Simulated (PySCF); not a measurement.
Rows and methods have been separated. Pair them.

C4H5BCl2.
Numbering: `[Cl:1][BH:2]/[CH:3]=[C:4]1/[CH2:5][C@@H:6]1[Cl:7]` (hydrogens: H8 on B2; H9 on C3; H10, H11 on C5; H12 on C6)

The closed-shell ground state was solved 3 times with PySCF (density fitting, gas phase), always in the pcSseg-1 basis (158 functions), with these functionals: HF, OPBE and mPW1PW91. One conformer (not necessarily the lowest) at the PBE0-D3(BJ)/def2-SVP geometry, without solvent, vibrations or thermal averaging.

| row | total energy (Eh) | HOMO (eV) | LUMO (eV) | dipole (D) |
| --- | --- | --- | --- | --- |
| P | -1100.4711 | -6.75 | -3.25 | 2.83 |
| Q | -1100.5922 | -8.12 | -2.46 | 2.93 |
| R | -1097.9447 | -10.64 | 1.21 | 3.21 |

**Question.** Which functional belongs to which row?

**Answer.** P = OPBE, Q = mPW1PW91, R = HF. By rising HOMO–LUMO gap: OPBE (GGA) 3.50 eV; mPW1PW91 (global hybrid, 25 % exact exchange) 5.66 eV; HF (all exact exchange) 11.85 eV. Total energies of different functionals aren't bounds to one another; each is stationary for its own functional.

Conformer computed: `[Cl:1][BH:2]/[CH:3]=[C:4]1/[CH2:5][C@@H:6]1[Cl:7]`: Cl1–B2–C3–C4 6°.
